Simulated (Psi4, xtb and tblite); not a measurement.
Two geometries of Sr(iPrCp)2, C16H22Sr, singlet, relaxed at GFN2-xTB with one dihedral held; other torsions can differ between them too.

Structure A

```
39

Sr     0.7308     0.6666     2.5678
C      2.5245    -2.2035     0.4879
C      2.5339    -1.2361    -0.7002
C      1.5674    -1.7340    -1.7729
C      2.2166     0.1738    -0.2714
C      1.4228     1.1021    -0.9396
C      1.4764     2.3351    -0.2686
C      2.2944     2.1958     0.8340
C      2.7721     0.8251     0.8467
H      2.7761    -3.2083     0.1524
H      1.5274    -2.2325     0.9401
H      3.2526    -1.9080     1.2428
H      3.5497    -1.2449    -1.1250
H      1.6452    -1.1295    -2.6723
H      0.5437    -1.6839    -1.4070
H      1.7935    -2.7658    -2.0367
H      0.8940     0.9349    -1.8616
H      0.9960     3.2464    -0.5912
H      2.7224     2.9970     1.4254
H      3.6794     0.5221     1.3570
C     -3.9256    -0.2236    -1.3777
C     -2.4909     0.2700    -1.1518
C     -2.3499     1.7144    -1.6281
C     -2.1287     0.1073     0.2957
C     -1.6360    -1.0795     0.8653
C     -1.5131    -0.9051     2.2333
C     -1.9620     0.4429     2.5333
C     -2.3413     1.0270     1.3274
H     -4.1975    -0.1417    -2.4284
H     -4.6220     0.3710    -0.7902
H     -4.0222    -1.2629    -1.0721
H     -1.8180    -0.3596    -1.7468
H     -1.3562     2.0941    -1.4024
H     -3.0848     2.3510    -1.1411
H     -2.5095     1.7736    -2.7033
H     -1.4325    -1.9915     0.3252
H     -1.4139    -1.6941     2.9707
H     -2.2787     0.7717     3.5163
H     -2.7674     2.0126     1.2244
```

Structure B

```
39

Sr     0.8676     0.4906     2.6142
C      3.5920    -1.9348    -0.7436
C      2.2538    -1.1987    -0.8323
C      1.1541    -2.0467    -0.1785
C      2.3236     0.1711    -0.2150
C      1.7251     1.3203    -0.7199
C      2.0144     2.4073     0.1218
C      2.7742     1.9467     1.1777
C      2.9724     0.5232     0.9855
H      3.5460    -2.8735    -1.2926
H      3.8400    -2.1596     0.2928
H      4.3881    -1.3266    -1.1664
H      1.9967    -1.0746    -1.8915
H      0.2028    -1.5131    -0.1865
H      1.4246    -2.2849     0.8572
H      1.0277    -2.9829    -0.7199
H      1.1930     1.3883    -1.6544
H      1.7297     3.4325    -0.0578
H      3.3386     2.5517     1.8774
H      3.7913    -0.0217     1.4399
C     -4.1021     0.0482    -1.1420
C     -2.6436    -0.3709    -0.9217
C     -1.7679     0.1655    -2.0539
C     -2.1880     0.1035     0.4274
C     -2.1095    -0.6835     1.5719
C     -1.7837     0.1342     2.6628
C     -1.6753     1.4869     2.1513
C     -1.9280     1.4420     0.7988
H     -4.4662    -0.3209    -2.0990
H     -4.1863     1.1324    -1.1324
H     -4.7336    -0.3505    -0.3512
H     -2.5977    -1.4672    -0.9345
H     -0.7322    -0.1348    -1.9127
H     -1.8111     1.2511    -2.0869
H     -2.1123    -0.2205    -3.0118
H     -2.3151    -1.7427     1.6243
H     -2.0058    -0.1020     3.6969
H     -1.6496     2.3776     2.7690
H     -1.9612     2.2938     0.1398
```

Q: Which is lower in energy at the level Psi4 with PBE0-D3(BJ)/def2-SVP, def2 effective core potentials past Kr // GFN2-xTB, and by how much?

A: A is lower, by 0.89 kcal/mol (dihedral C6–C5–C3–C2: -140° in A, 140° in B).

E(B) − E(A) in kcal/mol at the other levels, on the same two geometries: GFN2-xTB (xtb and tblite) -0.93; PBE0/def2-SVP, def2 effective core potentials past Kr // GFN2-xTB (Psi4) 0.87; PBE/def2-SVP, def2 effective core potentials past Kr // GFN2-xTB (Psi4) 0.99; PBE-D3(BJ)/def2-SVP, def2 effective core potentials past Kr // GFN2-xTB (Psi4) 1.00.
